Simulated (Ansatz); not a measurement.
Program: Ansatz. Geometries: PBE0-D4/def2-TZVP. ΔE: electronic, gas phase. CBS: MP2 limit from def2 TZ/QZ plus the TZ coupled-cluster correction, frozen cores. Functionals use def2-TZVPP. B3LYP here is the variant with VWN-RPA as its local correlation; programs differ in this. HSE06 is defined as in plane-wave codes. def2 core potentials past Kr. For Ge, In outer-core shells are correlated without core-valence functions, which leaves a few kJ/mol of doubt a bond. Scalar relativity is left out up to krypton. One conformer a species, not always the lowest.

Reaction (cleavage of the Si–Ge bond): `[OH][GeH]([F])[SiH3]` + `[OH][In]([F])[F]` → `[F][In]([F])[O][SiH3]` + `[OH][GeH2][F]`

CCSD(T)/CBS gives -83.3 kJ/mol.

(1) Another level gave -81.6 kJ/mol. Which?
A. PBE/def2-TZVPP
B. ωB97M-V/def2-TZVPP
C. B3LYP-D4/def2-TZVPP
D. HSE06/def2-TZVPP

Largest T1 diagnostic among the species: 0.018.

Answers

(1) B. ωB97M-V -81.6, HSE06 -66.5, PBE -54.9, B3LYP-D4 -76.3 kJ/mol.

Leaving LDA and LC-ωPBE aside and taking each functional with its dispersion term where it has one, the values, not all of them listed here, spread over 37.5 kJ/mol, from BHLYP-D4 to revPBE-D4. From BLYP to BHLYP (50 % exact exchange), in def2-TZVPP and without D4, ΔE moves by −23.9 kJ/mol. In def2-TZVPP, CCSD(T) changes the Hartree–Fock value by +27.5 kJ/mol (the triples alone add +3.4 kJ/mol) and MP2 by +21.7 kJ/mol.
